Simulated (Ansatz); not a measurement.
One change: `C[CH](C)[Ge][F]` becomes `CC(C)[Si]Cl`.

Ansatz, PBE0-D4/def2-TZVP geometries, multiplicity 1. Each molecule was computed in one conformer, which needn't be the lowest.

Scalar relativity is left out up to krypton.

```csv
property,`C[CH](C)[Ge][F]`
HOMO energy (ωB97M-V/def2-TZVPP) / eV,-8.53
size of the dipole moment (PBE/def2-TZVPP) / D,1.97
HOMO energy (PBE0/def2-TZVPP) / eV,-6.42
HOMO–LUMO gap (PBE0/def2-TZVPP) / eV,4.06
LUMO energy (PBE0/def2-TZVPP) / eV,-2.36
"ideal-gas entropy at 298 K and 1 bar (rigid rotor, harmonic PBE0-D4/def2-TZVP) / J/(mol·K)",367
```

Question: Give the same properties after the change, and the shifts. (An estimate is asked.)

Answer: Computed: 
```tsv
property	`CC(C)[Si]Cl`	shift
HOMO energy (ωB97M-V/def2-TZVPP) / eV	-8.51	0.02
size of the dipole moment (PBE/def2-TZVPP) / D	1.87	-0.10
HOMO energy (PBE0/def2-TZVPP) / eV	-6.43	-0.01
HOMO–LUMO gap (PBE0/def2-TZVPP) / eV	4.01	-0.05
LUMO energy (PBE0/def2-TZVPP) / eV	-2.43	-0.07
ideal-gas entropy at 298 K and 1 bar (rigid rotor, harmonic PBE0-D4/def2-TZVP) / J/(mol·K)	359	-8
```

Dipoles are sizes alone; their direction can turn. Modes under 60 cm⁻¹, often nearly free rotors, make the harmonic entropy too high.
